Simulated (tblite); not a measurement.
Record of a relaxation.

Species: C6H9GaO2.
Atom-mapped SMILES: `[CH2:1]=[C:2]([CH3:3])[C:4]1=[CH:5][O:6][GaH2-:7][O+:8]=[CH:9]1` (hydrogens: H10, H11 on C1; H12, H13, H14 on C3; H15 on C5; H16, H17 on Ga7; H18 on C9)
Bond orders are those of one Lewis drawing.

Computed with GFN2-xTB (tblite), gas phase: L-BFGS steps from a force-field or distance-geometry start until the largest atomic force falls under 0.01 eV/Å. 7 of its 70 geometries are shown.

Step 0: E = -727.9433 eV, largest atomic force 4.125 eV/Å
```
atom  x, y, z in Å  |  force x, y, z in eV/Å
C1     -1.758   -0.425   -1.590   -0.596  -0.104  -0.061
C2     -1.356   -0.235   -0.341    0.208  -0.091  -0.025
C3     -2.360   -0.184    0.779   -0.385   0.014   0.383
C4      0.092   -0.010   -0.050    0.674  -2.211  -1.264
C5      0.436    0.963    0.833    3.723   0.884   0.822
O6      1.746    1.271    1.183   -3.962  -0.828  -0.795
Ga7     3.165    0.526    0.301    2.157   1.066   0.557
O8      2.346   -0.822   -0.617   -1.783  -0.632  -0.323
C9      1.085   -0.938   -0.698   -0.588   2.154   1.352
H10    -1.073   -0.424   -2.413    0.039  -0.009  -0.195
H11    -2.821   -0.558   -1.816    0.591   0.013   0.030
H12    -1.904   -0.435    1.752   -0.181   0.213  -0.459
H13    -3.194   -0.909    0.607    0.680   0.662   0.019
H14    -2.796    0.841    0.830    0.236  -0.731   0.093
H15    -0.343    1.574    1.284    0.237   0.041   0.134
H16     4.255   -0.053    1.348   -0.574   0.074  -0.396
H17     3.778    1.592   -0.732   -0.303  -0.382   0.198
H18     0.691   -1.767   -1.279   -0.172  -0.132  -0.072
```

Step 12: E = -728.6915 eV, largest atomic force 0.081 eV/Å
```
atom  x, y, z in Å  |  force x, y, z in eV/Å
C1     -1.768   -0.441   -1.605   -0.015   0.001  -0.031
C2     -1.365   -0.249   -0.354   -0.029  -0.034  -0.030
C3     -2.346   -0.182    0.781    0.005   0.009   0.019
C4      0.067   -0.065   -0.050    0.017  -0.003  -0.041
C5      0.482    0.938    0.822    0.021   0.041  -0.003
O6      1.679    1.229    1.125    0.008   0.013   0.006
Ga7     3.318    0.587    0.318    0.007  -0.001  -0.040
O8      2.276   -0.794   -0.565    0.043   0.032   0.048
C9      1.017   -0.889   -0.658    0.015   0.011  -0.035
H10    -1.082   -0.440   -2.433    0.007  -0.028  -0.011
H11    -2.809   -0.572   -1.844    0.008  -0.027   0.001
H12    -1.875   -0.425    1.730    0.022  -0.026  -0.003
H13    -3.163   -0.878    0.604    0.000   0.057   0.023
H14    -2.768    0.821    0.854   -0.008  -0.012   0.021
H15    -0.295    1.550    1.295   -0.011   0.021   0.067
H16     4.214   -0.076    1.374   -0.043   0.026  -0.015
H17     3.764    1.614   -0.746    0.010  -0.041   0.066
H18     0.646   -1.722   -1.267   -0.057  -0.039  -0.042
```

Step 23: E = -728.7004 eV, largest atomic force 0.095 eV/Å
```
atom  x, y, z in Å  |  force x, y, z in eV/Å
C1     -1.775   -0.468   -1.617   -0.019   0.015   0.026
C2     -1.375   -0.238   -0.372    0.086  -0.027   0.005
C3     -2.330   -0.173    0.784   -0.002   0.016  -0.001
C4      0.058   -0.032   -0.080    0.075  -0.008   0.010
C5      0.479    0.949    0.817   -0.020   0.007   0.008
O6      1.679    1.245    1.103   -0.047   0.005   0.006
Ga7     3.310    0.580    0.315    0.032  -0.008   0.035
O8      2.265   -0.795   -0.557    0.000   0.043  -0.023
C9      1.006   -0.865   -0.678    0.028  -0.043  -0.036
H10    -1.090   -0.480   -2.446    0.015   0.002   0.000
H11    -2.811   -0.622   -1.854   -0.086  -0.041  -0.006
H12    -1.838   -0.453    1.712    0.001  -0.025  -0.005
H13    -3.170   -0.840    0.615   -0.033  -0.005  -0.014
H14    -2.725    0.836    0.898    0.000   0.047   0.009
H15    -0.292    1.525    1.343   -0.016   0.032   0.009
H16     4.173   -0.071    1.399   -0.007  -0.019   0.021
H17     3.801    1.608   -0.716    0.009   0.005  -0.031
H18     0.629   -1.700   -1.284   -0.016   0.004  -0.015
```

Step 34: E = -728.7121 eV, largest atomic force 0.083 eV/Å
```
atom  x, y, z in Å  |  force x, y, z in eV/Å
C1     -1.801   -0.533   -1.607    0.001   0.016   0.011
C2     -1.374   -0.247   -0.382    0.061  -0.022   0.012
C3     -2.305   -0.158    0.791   -0.003   0.018  -0.043
C4      0.059   -0.006   -0.111    0.025   0.000  -0.023
C5      0.466    0.962    0.807   -0.020  -0.023  -0.018
O6      1.661    1.277    1.093   -0.017  -0.021  -0.028
Ga7     3.312    0.588    0.351   -0.006  -0.055   0.045
O8      2.274   -0.726   -0.620   -0.024   0.030   0.035
C9      1.016   -0.812   -0.733    0.003  -0.037  -0.003
H10    -1.143   -0.544   -2.458    0.001  -0.031   0.026
H11    -2.839   -0.739   -1.804   -0.017   0.015  -0.002
H12    -1.821   -0.537    1.689   -0.083  -0.001  -0.004
H13    -3.213   -0.721    0.597    0.000  -0.061   0.020
H14    -2.598    0.877    0.962    0.035   0.041   0.052
H15    -0.315    1.506    1.356    0.023   0.035  -0.013
H16     4.090   -0.103    1.483   -0.016   0.021  -0.038
H17     3.875    1.565   -0.686    0.041   0.057   0.002
H18     0.645   -1.644   -1.347   -0.005   0.019  -0.031
```

Step 46: E = -728.7206 eV, largest atomic force 0.038 eV/Å
```
atom  x, y, z in Å  |  force x, y, z in eV/Å
C1     -1.823   -0.577   -1.587    0.016  -0.008   0.005
C2     -1.375   -0.266   -0.375   -0.017  -0.020   0.009
C3     -2.301   -0.151    0.800   -0.026   0.020   0.005
C4      0.059   -0.013   -0.123   -0.009  -0.011  -0.008
C5      0.462    0.966    0.787    0.004  -0.004  -0.016
O6      1.657    1.285    1.067   -0.009   0.023  -0.001
Ga7     3.320    0.591    0.369   -0.007  -0.002  -0.018
O8      2.281   -0.688   -0.649    0.016   0.007  -0.011
C9      1.025   -0.788   -0.770    0.006   0.004   0.009
H10    -1.175   -0.625   -2.444   -0.005   0.004  -0.007
H11    -2.866   -0.778   -1.767    0.033   0.006   0.017
H12    -1.868   -0.605    1.689    0.013  -0.001  -0.036
H13    -3.247   -0.637    0.579   -0.010  -0.008   0.010
H14    -2.508    0.896    1.020   -0.005   0.008   0.013
H15    -0.316    1.530    1.318    0.018  -0.010  -0.017
H16     4.042   -0.124    1.517    0.015  -0.017   0.004
H17     3.954    1.583   -0.620   -0.016   0.003   0.029
H18     0.670   -1.592   -1.431   -0.017   0.004   0.011
```

Step 58: E = -728.7221 eV, largest atomic force 0.027 eV/Å
```
atom  x, y, z in Å  |  force x, y, z in eV/Å
C1     -1.822   -0.587   -1.583   -0.002  -0.020   0.002
C2     -1.376   -0.269   -0.373    0.002   0.010   0.001
C3     -2.302   -0.148    0.802   -0.002  -0.003   0.007
C4      0.058   -0.013   -0.125    0.009  -0.011   0.013
C5      0.463    0.971    0.777    0.002   0.013  -0.020
O6      1.657    1.297    1.052   -0.003  -0.007   0.021
Ga7     3.320    0.585    0.374   -0.006   0.002  -0.006
O8      2.281   -0.675   -0.667    0.003  -0.004   0.010
C9      1.024   -0.786   -0.775    0.008   0.011  -0.018
H10    -1.176   -0.642   -2.441    0.013   0.008  -0.008
H11    -2.863   -0.790   -1.759   -0.026  -0.003  -0.006
H12    -1.870   -0.618    1.683    0.007  -0.003   0.007
H13    -3.256   -0.619    0.581   -0.004  -0.006  -0.007
H14    -2.493    0.899    1.035    0.002   0.010  -0.002
H15    -0.315    1.541    1.302    0.005  -0.001  -0.005
H16     4.040   -0.150    1.514   -0.009  -0.011  -0.008
H17     3.956    1.602   -0.582    0.008   0.010  -0.001
H18     0.668   -1.591   -1.434   -0.005   0.005   0.019
```

Step 69: E = -728.7228 eV, largest atomic force 0.009 eV/Å
```
atom  x, y, z in Å  |  force x, y, z in eV/Å
C1     -1.823   -0.596   -1.581   -0.002   0.004  -0.003
C2     -1.376   -0.270   -0.373   -0.001   0.001  -0.004
C3     -2.300   -0.147    0.804    0.003   0.001  -0.006
C4      0.058   -0.009   -0.128   -0.004  -0.006   0.006
C5      0.462    0.979    0.770   -0.001   0.002  -0.003
O6      1.656    1.296    1.056   -0.001  -0.001   0.001
Ga7     3.318    0.586    0.374   -0.003  -0.003   0.005
O8      2.281   -0.666   -0.677    0.000   0.002   0.000
C9      1.024   -0.783   -0.776   -0.002   0.005   0.000
H10    -1.176   -0.647   -2.439   -0.005  -0.002   0.004
H11    -2.864   -0.802   -1.756    0.006  -0.001   0.003
H12    -1.870   -0.624    1.682    0.003   0.002   0.001
H13    -3.257   -0.612    0.581   -0.001  -0.005  -0.002
H14    -2.484    0.900    1.041   -0.001   0.001   0.002
H15    -0.316    1.556    1.286    0.002   0.002   0.001
H16     4.029   -0.182    1.498    0.001   0.000  -0.003
H17     3.961    1.623   -0.557    0.004   0.000  -0.002
H18     0.667   -1.596   -1.423    0.000  -0.001  -0.001
```

Problem. Summarise the path.

Solution. The energy falls by 17.97 kcal/mol from step 0 to step 69; nine tenths of that is first reached at step 4. It falls at every step. The largest force goes from 4.125 to 0.009 eV/Å. Among the bonds C5–O6 changes most, from 1.391 to 1.268 Å; the atoms move by 0.209 Å rms after alignment.

Problem. Follow the three bonds and two angles with the largest change from start to end.

Solution. 
```tsv
step	E above end (kcal/mol)	largest force (eV/Å)	C5–O6 (Å)	Ga7–O8 (Å)	C4–C9 (Å)	O6–Ga7–O8 (°)	H16–Ga7–H17 (°)
0	17.97	4.125	1.391	1.824	1.506	101.3	113.4
3	2.45	0.623	1.265	1.918	1.396	93.9	119.9
6	1.04	0.242	1.272	1.934	1.399	89.3	125.2
9	0.83	0.093	1.267	1.929	1.395	88.8	125.5
12	0.72	0.081	1.269	1.942	1.397	88.3	126.4
15	0.65	0.080	1.269	1.942	1.398	88.0	126.8
18	0.61	0.067	1.268	1.932	1.397	88.2	126.1
21	0.56	0.068	1.268	1.930	1.396	88.4	125.5
24	0.49	0.093	1.268	1.938	1.396	88.4	125.4
27	0.44	0.070	1.268	1.941	1.396	88.5	125.6
30	0.38	0.076	1.268	1.939	1.396	88.7	125.9
33	0.28	0.097	1.268	1.938	1.397	88.8	126.6
36	0.21	0.062	1.268	1.931	1.397	88.4	127.0
39	0.16	0.063	1.268	1.927	1.397	88.3	126.7
42	0.10	0.069	1.268	1.928	1.397	88.3	126.3
45	0.06	0.062	1.268	1.937	1.398	88.0	126.0
48	0.04	0.030	1.268	1.936	1.397	88.1	125.9
51	0.03	0.018	1.268	1.936	1.397	88.1	125.7
54	0.03	0.027	1.268	1.936	1.397	88.1	125.7
57	0.02	0.027	1.268	1.937	1.397	88.1	125.8
60	0.01	0.021	1.268	1.937	1.397	88.1	125.8
63	0.01	0.019	1.268	1.936	1.397	88.2	126.0
66	0.00	0.018	1.268	1.936	1.397	88.2	126.1
69	0.00	0.009	1.268	1.936	1.397	88.2	126.0
```

What follows is the cost of the whole relaxation. The run took 0.9 s of wall time on one thread of an Arm Neoverse N1 (shared host).
